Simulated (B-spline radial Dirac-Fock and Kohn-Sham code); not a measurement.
**Au⁴³⁺: eigenvalues, ΔSCF and the reference**

System: gold as Au⁴³⁺, [Ar] 3d10 4s2 4p6.

The density-functional columns are spherical, spin-unpolarised Dirac-Kohn-Sham results without Breit or QED terms: −ε is minus the orbital energy of the initial state and ΔSCF the difference of two total energies. The reference in the last column comes from ΔSCF Dirac-Fock with Breit, self-energy and vacuum polarisation, finite nucleus, configuration average. All numbers are from a radial B-spline solver, in eV; a selection of levels is shown. For the 1s level of heavy atoms much of the gap between ΔSCF and the reference is the Breit and QED part, -437.6 eV here; for other levels the error of the functional can be larger.

```tsv
level	LDA −ε	LDA ΔSCF	Dirac-Fock
1s	82614.9	83256.5	82831.6
2s	16273.3	16418.3	16471.2
2p1/2	15701.8	15880.4	15846.8
2p3/2	13866.6	14021.4	14029.9
3s	5346.5	5407.0	5462.3
3p1/2	5094.1	5157.9	5189.7
3p3/2	4676.4	4735.5	4770.1
3d3/2	4263.7	4331.3	4329.7
3d5/2	4172.9	4238.9	4240.7
4s	2479.4	2510.8	2522.4
4p1/2	2369.9	2401.7	2394.2
4p3/2	2235.3	2265.3	2261.4
```

For the outermost level NIST gives 2261 ± 4 eV (theoretical); the differences from it are LDA −ε -25.74, LDA ΔSCF +4.29, Dirac-Fock +0.38 eV.

Values without a named source are computed, but for edge energies of neutral atoms, which are taken from tables.
